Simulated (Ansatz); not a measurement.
Relaxation of CH₄AlFS (8 atoms, charge 0, multiplicity 1), to a largest force component of 0.015 eV/Å in at most 40 steps.

Level of theory: Ansatz, RKS PBE0/6-31G*.

```xyz
8
Properties=species:S:1:pos:R:3:forces:R:3
F -0.851 1.616 -0.466 -2.70 1.13 -1.67
C 0.192 1.241 0.254 2.88 -0.93 0.98
Al 0.463 -0.698 -0.068 1.14 -0.15 -0.20
S -1.055 -2.180 0.467 0.22 -0.44 1.50
H 0.010 1.414 1.316 0.02 0.36 0.32
H 1.093 1.828 -0.066 -0.46 -0.26 0.40
H 1.902 -1.204 -0.675 -0.51 0.11 0.15
H -0.496 -2.334 1.770 -0.59 0.19 -1.47
```

Q: Where does it end, and by what steps?

A: It converged. After 15 steps the energy has fallen by 0.592 eV; H8 moved furthest, 1.26 Å.

| step | energy less start (eV) | largest force component (eV/Å) | accepted |
| --- | --- | --- | --- |
| 0 | 0.0000 | 2.884 | yes |
| 1 | -0.2006 | 1.283 | yes |
| 2 | -0.2356 | 0.328 | yes |
| 3 | -0.2413 | 0.233 | yes |
| 4 | -0.2634 | 0.611 | yes |
| 5 | -0.2990 | 1.009 | yes |
| 6 | -0.4271 | 0.463 | yes |
| 7 | -0.5109 | 0.272 | yes |
| 8 | -0.5639 | 0.134 | yes |
| 9 | -0.5763 | 0.114 | yes |
| 10 | -0.5820 | 0.216 | yes |
| 11 | -0.5857 | 0.414 | yes |
| 12 | -0.5898 | 0.084 | yes |
| 13 | -0.5906 | 0.075 | yes |
| 14 | -0.5913 | 0.056 | yes |
| 15 | -0.5916 | 0.014 | yes |

```xyz
8
Properties=species:S:1:pos:R:3
F -1.154 1.557 0.140
C 0.220 1.320 0.149
Al 0.565 -0.622 0.368
S -1.202 -1.888 0.588
H 0.668 1.912 0.962
H 0.648 1.718 -0.783
H 2.014 -1.282 0.391
H -0.500 -3.032 0.716
```

Run time: 37 s on 1 thread of AMD EPYC 9R14 (Zen 4) (shared host), peak memory 0.16 GiB.
